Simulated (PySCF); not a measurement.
## Working out the ionisation energy of Ta

Ta [Xe] 4f14 5d3 6s2 (4F) → Ta⁺ [Xe] 4f14 5d3 6s1 (5F). Computed with PySCF 2.14 in x2c-TZVPPall with one added diffuse shell each of s, p, d, f type (12s8p8d4f1g, 113 functions), with the spin-free X2C one-electron Hamiltonian (Gaussian nucleus). Frozen: [Xe] 4f14. Energies in hartree (1 hartree = 27.21139 eV):

| part | Ta (lower) | Ta⁺ (upper) |
| --- | --- | --- |
| UHF | -15600.005409 | -15599.793310 |
| CCSD correlation | -0.081654 | -0.030433 |
| (T) | -0.004651 | -0.000421 |

What does Hartree-Fock give?

(-15599.793310) − (-15600.005409) = 0.212099 hartree = 5.772 eV.

What do CCSD and CCSD(T) give?

The CCSD correlation energies differ by 0.051221 hartree = 1.394 eV and the triples by 0.004230 hartree = 0.115 eV, so CCSD gives 7.166 eV and CCSD(T) 7.281 eV.

Measured between the centres of the two terms (NIST): 7.573 eV, so CCSD(T) (valence) is off by -0.292 eV.

What remains against the reference includes basis incompleteness, the frozen core and higher excitations.
